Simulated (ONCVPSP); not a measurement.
# Au, ONCV: configuration errors across variants

gold, optimised norm-conserving Vanderbilt (ONCV), made with ONCVPSP 4.0.1 (PBE, scalar-relativistic). Core [Kr] 4d10 4f14 5s2, reference 5p6 5d10 6s1. Waves: 6s: rc 2.45 bohr, ncon 3, nbas 7, qcut 3.3 1/bohr, 3 projectors, debl 3.7 Ha; 5p: rc 1.80 bohr, ncon 4, nbas 8, qcut 7.5 1/bohr, 2 projectors, debl 1.5 Ha; 5d: rc 2.25 bohr, ncon 3, nbas 8, qcut 7 1/bohr, 2 projectors, debl 2 Ha. Local part: polynomial inside 1.70 bohr (lpopt 5, dvloc0 0 Ha). Core correction: Teter function, fcfact 3, rcfact 1.3.

In the p channel the program set the typed energies aside and used -2.197, 0.250 Ha.

All-electron excitation energies from the reference (eV): (1) 5p6 5d10 6s0 9.409; (2) 5p6 5d9 6s0 30.617; (3) 5p6 5d8 6s0 64.495; (4) 5p6 5d9 6s1 6p1 7.497.

2 further variants failed, have other tests or too few solved ones, and are left out.

A true bound ghost makes a file unfit for plane-wave use even where its test errors are small: the radial tests pick states by their node count and pass the ghost by.

Errors AE − PS in meV (a dash: test not solved or not reliable):

| change | (1) | (2) | (3) | (4) | bound ghosts | GHOST(+) flags above zero |
| --- | --- | --- | --- | --- | --- | --- |
| base | -11 | -7.9 | +22 | +8.0 | none | s |
| d: qcut 7.3 | -12 | -7.9 | +16 | +6.2 | none | s |
| local potential polynomial inside 1.70 bohr (lpopt 5, dvloc0 -1.5 Ha) | -12 | -8.6 | +21 | +7.9 | none | s |
| core correction Teter function, fcfact 2.2, rcfact 1.3 | -11 | -7.9 | +21 | +7.9 | none | s |

Give the same row for: s: rc 1.76.

-11, -5.0, +28, +6.9; bound ghosts: s; GHOST(+) flags above zero: s.
